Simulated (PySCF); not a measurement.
# What the low excited states add to the polarisability

Species: C4H10OSSi.
Structure used (GFN2-xTB), in Å, numbered top down from 1:
```xyz
17
C4H10OSSi angstrom
C      2.0826    0.0015   -0.8902
C      0.6424    0.4663   -0.7937
S      0.4665    2.2260   -1.3046
C      0.0876    0.4142    0.6223
O      0.8178    0.4703    1.5846
C     -1.3861    0.2852    0.7124
Si    -1.8237   -1.5820    0.7729
H      2.1337   -1.0709   -0.7093
H      2.4923    0.2158   -1.8744
H      2.6837    0.5041   -0.1347
H     -0.0072   -0.0743   -1.4847
H      1.2254    2.7235   -0.3308
H     -1.8759    0.7557   -0.1378
H     -1.7392    0.7476    1.6329
H     -1.3483   -2.2121   -0.4623
H     -1.1778   -2.1915    1.9304
H     -3.2808   -1.6676    0.8571
```

The calculation used TDDFT CAM-B3LYP/def2-SVPD, vertical, gas phase, core orbitals frozen in the response (PySCF 2.14.0, density-fitted response routines).

Computed singlets:

```csv
state,E (eV),f
S1,4.40,0.0032
S2,5.30,0.0093
S3,6.11,0.037
S4,6.69,0.0090
S5,6.96,0.029
S6,7.21,0.013
S7,7.50,0.115
S8,7.57,0.014
```

Problem. How much of the mean static polarisability do these states give, one by one?

Solution. Each state adds f / ΔE² (ΔE in hartree, 27.2114 eV).

```json
{"state": "S1", "f/ΔE² (au)": "0.12", "running sum (au)": "0.12", "running share of α (%)": "0.1"}
{"state": "S2", "f/ΔE² (au)": "0.24", "running sum (au)": "0.37", "running share of α (%)": "0.4"}
{"state": "S3", "f/ΔE² (au)": "0.74", "running sum (au)": "1.10", "running share of α (%)": "1.1"}
{"state": "S4", "f/ΔE² (au)": "0.15", "running sum (au)": "1.25", "running share of α (%)": "1.3"}
{"state": "S5", "f/ΔE² (au)": "0.44", "running sum (au)": "1.70", "running share of α (%)": "1.7"}
{"state": "S6", "f/ΔE² (au)": "0.18", "running sum (au)": "1.88", "running share of α (%)": "1.9"}
{"state": "S7", "f/ΔE² (au)": "1.51", "running sum (au)": "3.39", "running share of α (%)": "3.4"}
{"state": "S8", "f/ΔE² (au)": "0.17", "running sum (au)": "3.56", "running share of α (%)": "3.6"}
```

The full response gives 98.34 au (14.57 Å³), so 94.8 au comes from the higher roots of the same equations.

Problem. By how much does the contribution of these states grow at 532 nm?

Solution. With ω = 0.0856 hartree each state's term in the mean polarisability goes from f / ΔE² to f / (ΔE² − ω²); the sum over all 8 states goes from 3.56 to 4.07 au, a rise of 0.51 au.

The largest single term belongs to S7, which also has the largest f.

One conformer stands for the species.
